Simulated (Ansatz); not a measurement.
One change: `FC([SiH3])[SiH2]S` becomes `FC([SiH3])O[SiH3]`.

Ansatz, PBE0-D4/def2-TZVP geometries, multiplicity 1. Each molecule was computed in one conformer, which needn't be the lowest.

```json
{"property": "HOMO–LUMO gap (PBE/def2-TZVPP) / eV", "`FC([SiH3])[SiH2]S`": "5.07"}
{"property": "size of the dipole moment (ωB97M-V/def2-TZVPP) / D", "`FC([SiH3])[SiH2]S`": "1.17"}
{"property": "LUMO energy (PBE0/def2-TZVPP) / eV", "`FC([SiH3])[SiH2]S`": "-0.31"}
{"property": "HOMO energy (PBE/def2-TZVPP) / eV", "`FC([SiH3])[SiH2]S`": "-6.28"}
{"property": "LUMO energy (ωB97M-V/def2-TZVPP) / eV", "`FC([SiH3])[SiH2]S`": "1.50"}
{"property": "HOMO–LUMO gap (PBE0/def2-TZVPP) / eV", "`FC([SiH3])[SiH2]S`": "7.20"}
```

Task: What does the change do to each property? (Estimate.)

Result: Ansatz gave: 
```tsv
property	`FC([SiH3])O[SiH3]`	shift
HOMO–LUMO gap (PBE/def2-TZVPP) / eV	5.96	0.89
size of the dipole moment (ωB97M-V/def2-TZVPP) / D	1.22	0.05
LUMO energy (PBE0/def2-TZVPP) / eV	0.04	0.35
HOMO energy (PBE/def2-TZVPP) / eV	-6.80	-0.52
LUMO energy (ωB97M-V/def2-TZVPP) / eV	1.72	0.22
HOMO–LUMO gap (PBE0/def2-TZVPP) / eV	8.30	1.10
```

With PBE0 the HOMO falls by 0.75 eV and the LUMO rises by 0.35 eV, so the gap widens by about 1.10 eV. PBE moves the HOMO by -0.52 eV and ωB97M-V by -0.90 eV. Dipoles are sizes alone; their direction can turn.
